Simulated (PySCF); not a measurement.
**SiI2, singlet: structure and spectrum**

Method: PBE0 in PySCF with Si def2-TZVP, I def2-TZVP with ECP28; scalar-relativistic core potentials, no spin–orbit coupling; density-fitted integrals.

The structure is a minimum.

```xyz
3
charge 0 multiplicity 1, angstrom
Si    1.3895    0.0000    0.0000
I    -0.1539   -1.9347    0.0000
I    -0.1539    1.9347    0.0000
```

* Point group: C2v
* Bond lengths: Si–I 2.475 Å (×2)
* Bond angles: I–Si–I 102.8°
* Enthalpy at 298.15 K above 0 K: 13.83 kJ/mol
* Entropy at 298.15 K and 1 bar: 321.8 J/(mol K)
* Zero-point energy: 4.7 kJ/mol
* Rotational constants: 0.2808, 0.01774, 0.01669 cm⁻¹
* Principal quadrupole moments (Buckingham, traceless) about the centre of mass: -1.66, 0.39, 1.26 D Å
* Atomisation energy without zero-point energy: 626 kJ/mol
* Dipole moment: 0.61 D
* Lowest empty level: -3.26 eV
* Principal polarisabilities: 61.5, 88.9, 138.7 bohr³
* Heat capacity Cp at 298.15 K: 54.7 J/(mol K)
* Highest occupied level: -7.12 eV
* Rotational symmetry number: 2

Harmonic modes (masses in u: Si 27.977, I 126.904):
| symmetry | ω (cm⁻¹) | IR (km/mol) |
| --- | --- | --- |
| a1 | 87 | 0.0 |
| a1 | 343 | 27.6 |
| b2 | 348 | 139 |

In C2v the vibrations span 2a1 + b2. Here b1 is antisymmetric to the molecular plane and b2 lies in it.

Charges (e):
```
atom  Mulliken  Löwdin  polar tensor  Mayer order to Si1
 Si1      0.24   -0.23          0.91                   –
I2,3     -0.12    0.12         -0.46                1.28
```

Mulliken populations on Si1: s 5.86, p 7.64, d 0.24, f 0.02.

Outer orbital energies (eV). occupied: -19.44, -13.47, -9.81, -8.94, -8.73, -7.97, -7.56, -7.12; empty: -3.26, -1.14, -0.74, 2.99.

Counting electrons, silicon keeps 2 of its valence electrons outside its bonds, so the VSEPR class is AX2E1 and the expected shape is bent (C2v), as computed.

The final relaxation and frequency run took 34 s on 4 threads of a shared Arm Neoverse V2 host, with 137 basis functions and 10 gradients; the process peaked at 1.1 GiB. Launch command: `OMP_NUM_THREADS=4 python axn.py task.json out`.
